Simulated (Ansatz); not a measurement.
`[SiH3][SiH]1[CH2][AlH]1` + H–F → `F[SiH]1[CH2][AlH]1` + SiH₄ at 400 K and 1 bar (cleavage of the Si–Si bond).

Computed with Ansatz on PBE0-D4/def2-TZVP structures; ΔE is electronic, products minus reactants. CCSD(T)/CBS adds triple-zeta CCSD(T) − MP2 to the extrapolated MP2 energy (def2 sets, frozen cores). This one scheme is used for every species.

```json
{"species": "`[SiH3][SiH]1[CH2][AlH]1`", "CCSD(T)/CBS energy (Eh)": "-862.37337", "H − E (kJ/mol)": "208.3", "S (J/(mol·K))": "404.2"}
{"species": "H–F", "CCSD(T)/CBS energy (Eh)": "-100.39570", "H − E (kJ/mol)": "36.5", "S (J/(mol·K))": "182.2"}
{"species": "`F[SiH]1[CH2][AlH]1`", "CCSD(T)/CBS energy (Eh)": "-671.34781", "H − E (kJ/mol)": "141.6", "S (J/(mol·K))": "347.5"}
{"species": "SiH₄", "CCSD(T)/CBS energy (Eh)": "-291.46306", "H − E (kJ/mol)": "96.9", "S (J/(mol·K))": "218.6"}
```

H − E and S are ideal-gas, rigid-rotor, harmonic terms from PBE0-D4/def2-TZVP, for one conformer and one mirror image of each species. 1 Eh = 2625.50 kJ/mol, R = 8.31446 J/(mol·K).

Q: By hand: ΔE, ΔH, ΔS and ΔG.

A: ΔE = (-671.34781) + (-291.46306) − (-862.37337) − (-100.39570) = -0.04180 Eh = -109.7 kJ/mol. Δ(H − E) = 141.6 + 96.9 − 208.3 − 36.5 = -6.3, so ΔH = -116.0 kJ/mol. ΔS = 347.5 + 218.6 − 404.2 − 182.2 = -20.3 J/(mol·K). ΔG = -116.0 − 400 × (-20.3)/1000 = -107.9 kJ/mol.

Q: By hand: the equilibrium constant, and the temperature at which ΔG would vanish if ΔH and ΔS stayed fixed.

A: log₁₀ K = −ΔG/(RT ln 10) = 14.1. ΔG = 0 at ΔH/ΔS = 5714 K, far beyond where these terms or the molecules hold.

ΔH outweighs TΔS. A doubt of 5 kJ/mol in ΔE shifts log₁₀ K by 0.7 here. Other conformers and mirror images would add mixing entropy, several J/(mol·K) or more a flexible species. Modes under 60 cm⁻¹, often nearly free rotors, make the harmonic entropy too high. These are equilibria of isolated gas molecules and say nothing of rates. Largest T1 diagnostic: 0.014 (customary marks: 0.02 for closed shells, 0.045 for open ones).
